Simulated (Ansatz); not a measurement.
Consider the redistribution: `[NH2][AlH][CH]=S` + `N[SiH2]O[SiH2][SiH3]` → `[NH2][AlH][O][SiH2][SiH3]` + `N[SiH2]C=S`.

Computed with Ansatz on PBE0-D4/def2-TZVP structures; ΔE is electronic, products minus reactants. CCSD(T)/CBS adds triple-zeta CCSD(T) − MP2 to the extrapolated MP2 energy (def2 sets, frozen cores). DFT in def2-TZVPP. B3LYP here is the variant with VWN-RPA as its local correlation; programs differ in this. Each species was taken in one conformer, which may not be the lowest.

```tsv
level	ΔE (eV)
B3LYP-D4	-0.30
B3LYP	-0.32
```

Task: What does CCSD(T)/CBS give? (Estimate.)

Result: Computed: -0.29 eV. The listed levels differ from it by -0.01, -0.03 eV.

Largest T1 diagnostic among the species: 0.015.
